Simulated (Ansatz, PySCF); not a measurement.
C₂H₆FNOSi, SMILES N[SiH2]O/C=C/F. Atoms are numbered in the order given.

```xyz
12

N      2.5190     0.0558     0.4321
Si     1.4099    -1.1137    -0.1453
O     -0.1971    -0.7782     0.2450
C     -0.7853     0.4253     0.0834
C     -2.1059     0.5516    -0.0469
F     -2.6703     1.7550    -0.1689
H      2.7161     0.2027     1.4143
H      2.8613     0.8113    -0.1473
H      1.6219    -2.4359     0.4918
H      1.5647    -1.1381    -1.6272
H     -0.1464     1.3183     0.0915
H     -2.8087    -0.2851    -0.0558
```

Geometry optimised at PBE0-D3(BJ)/def2-SVP. The structure was generated by enumeration; whether it is a known compound was not checked. Other conformers were not sampled.

Two levels are set side by side: PBE-D3(BJ)/def2-SVP (Ansatz, a first-principles code) and PBE0-D3(BJ)/def2-SVP (Ansatz). Each level has its own optimised geometry; the coordinates shown are those of the second. Frequencies come from the Hessian of PySCF at each geometry. Differences are taken from unrounded values.

```tsv
quantity	PBE0-D3(BJ)	PBE-D3(BJ)	PBE-D3(BJ) minus PBE0-D3(BJ)
mean bond length (Å)	1.328	1.340	0.012
bond N1–Si2 (Å)	1.712	1.726	0.014
bond Si2–O3 (Å)	1.687	1.707	0.020
bond O3–C4 (Å)	1.349	1.362	0.012
bond C4–C5 (Å)	1.333	1.346	0.013
bond C5–F6 (Å)	1.335	1.348	0.013
bond N1–H7 (Å)	1.012	1.022	0.009
bond N1–H8 (Å)	1.012	1.021	0.009
bond Si2–H9 (Å)	1.483	1.493	0.010
bond Si2–H10 (Å)	1.490	1.501	0.011
bond C4–H11 (Å)	1.098	1.107	0.009
bond C5–H12 (Å)	1.093	1.102	0.009
highest harmonic wavenumber (cm⁻¹)	3737	3610	-127
mean harmonic wavenumber (cm⁻¹)	1220	1177	-43
zero-point energy (kcal/mol)	52.33	50.48	-1.85
```

Exact exchange shortens and stiffens bonds; PBE has none. Differences between two approximate levels are no errors against the true value.
